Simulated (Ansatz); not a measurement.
`C[SiH]([AlH2])O[SiH3]` → `[SiH3]C[O][AlH][SiH3]`  (isomerisation)

Program: Ansatz. Geometries: PBE0-D4/def2-TZVP. ΔE: electronic, gas phase. CCSD(T)/CBS is the MP2 limit (def2-TZVPP, def2-QZVPP) plus CCSD(T) − MP2 in def2-TZVPP, frozen cores. Functionals use def2-TZVPP. Each species was taken in one conformer, which may not be the lowest.

`C[SiH]([AlH2])O[SiH3]`:

```xyz
14

C    -1.269   -0.176   -1.458
Si   -0.503    0.378    0.160
Al   -0.055    2.803    0.270
O     0.903   -0.456    0.415
Si    1.495   -1.893    0.914
H    -2.213    0.350   -1.627
H    -1.478   -1.249   -1.440
H    -0.610    0.029   -2.305
H    -1.464   -0.001    1.250
H     1.344    3.385    0.752
H    -1.201    3.834   -0.134
H     0.857   -2.302    2.195
H     1.235   -2.947   -0.103
H     2.959   -1.755    1.111
```

`[SiH3]C[O][AlH][SiH3]`:

```xyz
14

Si    1.749    0.075    1.446
C     0.792   -1.279    0.536
O     0.769   -0.999   -0.843
Al   -0.263   -0.097   -1.839
Si   -2.233    0.959   -0.823
H     1.736   -0.152    2.917
H     3.153    0.131    0.965
H     1.090    1.377    1.143
H    -0.220   -1.352    0.959
H     1.266   -2.254    0.698
H     0.166   -0.021   -3.358
H    -3.480    0.657   -1.583
H    -2.444    0.512    0.584
H    -2.083    2.443   -0.800
```

CCSD(T)/CBS gives +36.1 kcal/mol.

Question: Another level gave +36.0 kcal/mol. Which?
A. CCSD(T)/def2-TZVPP
B. PBE/def2-TZVPP
C. CCSD/def2-TZVPP
D. MP2/def2-TZVPP

Answer: C. CCSD/def2-TZVPP 36.0, MP2/def2-TZVPP 37.2, PBE 30.2, CCSD(T)/def2-TZVPP 35.0 kcal/mol.

Largest T1 diagnostic among the species: 0.014.

From PBE to PBE0 (25 % exact exchange), in def2-TZVPP and without D4, ΔE moves by +3.0 kcal/mol. In def2-TZVPP, CCSD(T) changes the Hartree–Fock value by −5.5 kcal/mol (the triples alone add −1.0 kcal/mol) and MP2 by −3.3 kcal/mol.
